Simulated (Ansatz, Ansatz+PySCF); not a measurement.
```xyz
8

C     0.0000    0.0000   -0.7596
C     0.0000    0.0000    3.7978
H     0.0000   -1.0240   -1.1651
H    -0.8868    0.5120   -1.1651
H     0.8868    0.5120   -1.1651
H     0.0000    1.0240    4.2034
H    -0.8868   -0.5120    4.2034
H     0.8868   -0.5120    4.2034
```

Basis set: STO-3G (spherical functions). Correlated methods keep 2 orbitals frozen. Charge 0, multiplicity 1.

Computed with Ansatz (development build ahead of 0.2.0); each method stands on the lowest determinant of its kind that the runs found. Restricted open shells among the atoms or ions are ROHF, correlated in semicanonical orbitals with singles.

(1) Give the atomization energy at this shape (free ground-state atoms in the same class of orbitals less the molecule, no zero-point energy) of singlet C₂H₆ in separate pieces by RHF-MP2, UHF-CCSD(T), UHF-MP2, UHF, RHF.

## Answers

(1)

| method | atomization energy |
| --- | --- |
| RHF-MP2 | 28.54 eV |
| UHF-CCSD(T) | 27.62 eV |
| UHF-MP2 | 27.10 eV |
| UHF | 25.42 eV |
| RHF | 17.79 eV |

Caution for RHF-MP2, RHF: an unrestricted determinant lies well below. Caution for RHF-MP2: large amplitudes, a single reference is doubtful. Caution for UHF-CCSD(T), UHF-MP2: bonds are stretched, where a single reference can fail. Caution for UHF-CCSD(T), UHF-MP2, UHF: the determinant breaks the point group; the unrestricted determinant is a mixture of spin states. Caution for UHF-MP2: another reference gives a lower total.

This basis has no polarisation functions and is too small for such energies, which can lie far from measured ones in either direction.
